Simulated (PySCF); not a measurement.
## Sn²⁺: excitation energy

Sn²⁺ [Kr] 4d10 5s2 (1S) → Sn²⁺ [Kr] 4d9 5s2 6s1 (3D), as a difference of total energies. All numbers are calculated (PySCF 2.14, scalar relativity by spin-free X2C-1e, in aug-cc-pwCVTZ-DK3 (10s9p7d4f1g, 109 functions)). Correlated levels: valence and next inner shell: [Ar] 3d10 frozen. The calculations carry no spin-orbit coupling.

```json
{"method": "UHF", "excitation energy (eV)": "37.114"}
{"method": "LDA", "excitation energy (eV)": "37.935"}
{"method": "PBE", "excitation energy (eV)": "37.611"}
{"method": "PBE0", "excitation energy (eV)": "37.783"}
{"method": "r2SCAN", "excitation energy (eV)": "38.076"}
{"method": "BHandHLYP", "excitation energy (eV)": "37.773"}
{"method": "BP86", "excitation energy (eV)": "37.665"}
{"method": "TPSS", "excitation energy (eV)": "37.643"}
{"method": "MP2 (valence and next inner shell)", "excitation energy (eV)": "38.149"}
{"method": "SCS-MP2 (valence and next inner shell)", "excitation energy (eV)": "37.995"}
```

Q: How much does correlation contribute at MP2 (valence and next inner shell)?

A: 38.149 − (37.114) = 1.035 eV, measured against UHF.

A first-order spin-orbit estimate (lowest level to lowest level, LS coupling) adds -0.429 eV.

The upper state lies above the first ionisation limit, where it may autoionise and the basis confines it. A Rydberg-like electron needs more diffuse functions than a valence basis has.

The promoted electron is Rydberg-like, and one or two diffuse shells describe it only roughly, which tends to raise the upper state.
